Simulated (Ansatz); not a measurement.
Molecule: C3H10O3SSi, charge 0, multiplicity 1. SMILES: CO[Si](OC)(OC)S
Geometry from a B3LYP-D3(BJ)/def2-TZVP (Ansatz, an electronic-structure program) optimisation:
```xyz
18

C     -1.4431     2.0725    -0.9555
O     -1.4019     0.7111    -0.5491
Si    -0.0871    -0.0397     0.0462
S      0.6288     0.7857     1.8817
O      1.1069     0.1533    -1.0498
C      2.4163    -0.3909    -0.9472
O     -0.4967    -1.5887     0.3262
C     -1.2576    -2.3947    -0.5692
H     -1.1641     2.7329    -0.1302
H     -2.4636     2.2991    -1.2620
H     -0.7682     2.2468    -1.7964
H     -0.3324     0.2098     2.6229
H      2.9422     0.0106    -0.0778
H      2.3827    -1.4800    -0.8645
H      2.9625    -0.1192    -1.8497
H     -0.7206    -2.5491    -1.5087
H     -2.2227    -1.9323    -0.7843
H     -1.4181    -3.3599    -0.0907
```

Wanted: atomisation energy (electronic, to ground-state atoms), in kJ/mol. Valence correlation only, unless marked. UHF or UKS for open shells. Spin-orbit coupling is left out. No relativistic terms. The coupled-cluster limit lacks core correlation, which all-electron functionals hold. Basis-set limits of correlation are two-point, X^-3; Hartree-Fock from the larger set. The bracket is a focal-point correction in the basis named.

```csv
level,program,atomisation energy (kJ/mol)
HF/cc-pV(T+d)Z,Ansatz,5094.3
PBE-D3(BJ)/def2-TZVPD,Ansatz + dftd3,7141.5
revPBE-D3(BJ)/def2-TZVPD,Ansatz + dftd3,6935.8
r2SCAN-D4/def2-TZVPD,Ansatz + dftd4,7045.7
PBE0/STO-3G,Ansatz,7795.1
PBE0-D4/def2-TZVP,Ansatz + dftd4,7014.8
PBE0/def2-TZVP,Ansatz,6975.2
r2SCANh/def2-TZVPD,Ansatz,6984.5
CCSD/aug-cc-pV(T+d)Z,Ansatz,6793.8
"RI-MP2/CBS(aug-cc-pV(T+d)Z,aug-cc-pV(Q+d)Z)+[CCSD(T)-MP2]/aug-cc-pV(T+d)Z",Ansatz,7058.0
```
